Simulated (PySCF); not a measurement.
6H-1,3-oxazine (C4H5NO), SMILES C1=CN=COC1.

Geometry: B3LYP-D3(BJ)/def2-SVP. A frequency run showed that this geometry is not a minimum. One conformer was computed; it need not be the lowest.

Calculation: PBE/def2-TZVP (PySCF).

Isolated molecule, no solvent.

The total energy is -285.13314 hartree and the point group comes out as Cs. The highest occupied level comes out as -5.37 eV. The lowest empty level comes out as -1.92 eV and the orbital gap comes out as 3.45 eV. The dipole moment comes out as 2.11 D and the quadrupole, principal values (traceless, Buckingham form, about the centre of nuclear charge) comes out as -3.39, -1.84, 5.22 D·Å. The mean static polarisability is 55.6 bohr³ (8.24 Å³). The polarisability, principal values comes out as 36.8, 61.9, 68.0 bohr³.
